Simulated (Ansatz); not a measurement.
CHOS (SMILES O=C=[SH+]), charge +1, singlet, at a GFN2-xTB geometry. Base run: B3LYP/6-31G* in Ansatz (an electronic-structure program).

The Ansatz input:
Ansatz 0.2 input:
```yaml
crystal:
  periodic: [false, false, false]
  atoms:
    - {symbol: O, position_ang: [1.65943916, -0.41995957, 0.20770173]}
    - {symbol: C, position_ang: [0.57320951, -0.15369142, 0.08329200]}
    - {symbol: S, position_ang: [-0.95546310, 0.29395335, -0.18938823]}
    - {symbol: H, position_ang: [-1.42736083, -0.42142851, 0.86884578]}
basis:
  gaussian:
    orbitals: 6-31G*
hamiltonian:
  xc: b3lyp
total_charge: 1
```

The base run was repeated with changes; each row names its change, and settings that it needs were set with it.

```json
[
 {"change": "base", "ΔE vs base (mEh)": "0.000"},
 {"change": "nuclear_model = gaussian", "ΔE vs base (mEh)": "?"},
 {"change": "final_grid = 14, 28, 59", "ΔE vs base (mEh)": "0.000"},
 {"change": "lower_state_search = light", "ΔE vs base (mEh)": "0.000"},
 {"change": "point_charge = charge:-1.0 position_ang:2.3607, -3.8568, -1.4676", "ΔE vs base (mEh)": "-107.9"},
 {"change": "lower_state_search = off", "ΔE vs base (mEh)": "0.000"},
 {"change": "final_grid = 10, 20, 41", "ΔE vs base (mEh)": "0.000"},
 {"change": "fitting.mean_field = def2-universal-JKFIT", "ΔE vs base (mEh)": "-0.010"},
 {"change": "final_grid = 4, 8, 17", "ΔE vs base (mEh)": "?"},
 {"change": "fitting.mean_field = cc-pVTZ-JKFIT", "ΔE vs base (mEh)": "0.004"},
 {"change": "forces = on", "ΔE vs base (mEh)": "0.000"}
]
```

Question: Fill in the missing entries.

Answer: 
- nuclear_model = gaussian, ΔE vs base (mEh): 0.327
- final_grid = 4, 8, 17, ΔE vs base (mEh): 0.117
